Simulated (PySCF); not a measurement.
Match the calculated data to a structure.

All candidates are C3H4NO2S (charge -1).

| technique | computed result |
| --- | --- |
| NMR, other nuclei | isotropic shieldings of nuclei other than C and H, by class: -28 (1 N), 110 (2 O), 179 (1 S) ppm [GIAO PBE0/pcSseg-1] |
| XPS | S2p3/2 168.8, C1s 285.6, C1s 286.8, C1s 286.9, N1s 399.1, O1s 532.7 (×2), S1s 2477.7 eV [ΔSCF SCAN, pcX-2 on the ionised atom, pcseg-1 elsewhere, spin-free X2C, 2p3/2 from a spin–orbit splitting computed afterwards within the 2p shell] |
| 1H NMR | chemical shifts (computed TMS as zero) by class: 2.32 (1 H), 2.27 (3 H) ppm [GIAO PBE0/pcSseg-1] |
| 13C NMR | chemical shifts (computed TMS as zero) by class: 131.9 (1 C), 51.1 (1 C), 41.5 (1 C) ppm [GIAO PBE0/pcSseg-1] |
| Rotational structure | rotational constants A, B, C: 4.243, 1.606, 1.547 GHz [GFN2-xTB] |

Electronic properties: PySCF, gas phase, density fitting. Levels stand in brackets. The structure is a single GFN2-xTB conformer in the gas phase; no vibrational or solvent corrections. No diffuse functions stand in pcSseg-1, which bears on an anion's orbital energies. NMR values are class means; diastereotopic atoms form classes of their own.

Question: Which candidate is it?
A. `N#CCC[S@@](=O)[O-]`
B. `C[C@@H](C#N)[S@](=O)[O-]`
C. `CS(=O)(=O)[CH-]C#N`

Answer: C. It is `CS(=O)(=O)[CH-]C#N`. Numbering: `[CH3:1][S:2](=[O:3])(=[O:4])[CH-:5][C:6]#[N:7]`. 3 carbons fall into 3 classes; from least to most shielded: carbon bonded to C and N [C6] (131.9 ppm), S-methyl carbon [C1] (51.1 ppm), carbon bonded to C, S and H [C5] (41.5 ppm). Hydrogen classes from least to most shielded: 1 H on a carbon bonded to C, S and H, C5 (2.32 ppm), 3 H on an S-methyl carbon, C1 (2.27 ppm, a mean of values up to 1.3 ppm apart in this geometry). The other shieldings belong to: -28 ppm, nitrogen bonded to C [N7]; 110 ppm, sulfonyl oxygen [O3/O4]; 179 ppm, sulfonyl sulfur [S2]. The core levels belong to: S2p3/2 168.8 eV, sulfonyl sulfur [S2]; C1s 285.6 eV, carbon bonded to C, S and H [C5]; C1s 286.8 eV, carbon bonded to C and N [C6]; C1s 286.9 eV, S-methyl carbon [C1]; N1s 399.1 eV, nitrogen bonded to C [N7]; O1s 532.7 eV, sulfonyl oxygen [O3/O4]; S1s 2477.7 eV, sulfonyl sulfur [S2]. One atom of each topological class was ionised and stands for its class. The optimised geometry has point group C1 and is an asymmetric top.

The others, at the same levels:
- `N#CCC[S@@](=O)[O-]` fails: its computed 13C shifts are 136.7 (1 C), 62.9 (1 C), 1.7 (1 C) ppm, 1H shifts are 2.82 (1 H), 2.82 (1 H), 1.36 (1 H), 1.36 (1 H) ppm and rotational constant A is 6.143 GHz (against 4.243 GHz).
- `C[C@@H](C#N)[S@](=O)[O-]` fails: its computed 13C shifts are 135.5 (1 C), 55.9 (1 C), 19.0 (1 C) ppm, 1H shifts are 1.37 (3 H), 0.41 (1 H) ppm and rotational constant A is 3.577 GHz (against 4.243 GHz).

Each candidate is one conformer, not necessarily the lowest. Dipoles, sizes and rotational constants follow the conformer. The torsions of the flexible species, by atom-mapped SMILES:
- `[CH3:1][S:2](=[O:3])(=[O:4])[CH-:5][C:6]#[N:7]`: C1–S2–C5–C6 -58°
- `[N:1]#[C:2][CH2:3][CH2:4][S@@:5](=[O:6])[O-:7]`: C2–C3–C4–S5 180°, C3–C4–S5–O6 -58°
- `[CH3:1][C@@H:2]([C:3]#[N:4])[S@:5](=[O:6])[O-:7]`: C1–C2–S5–O6 152°
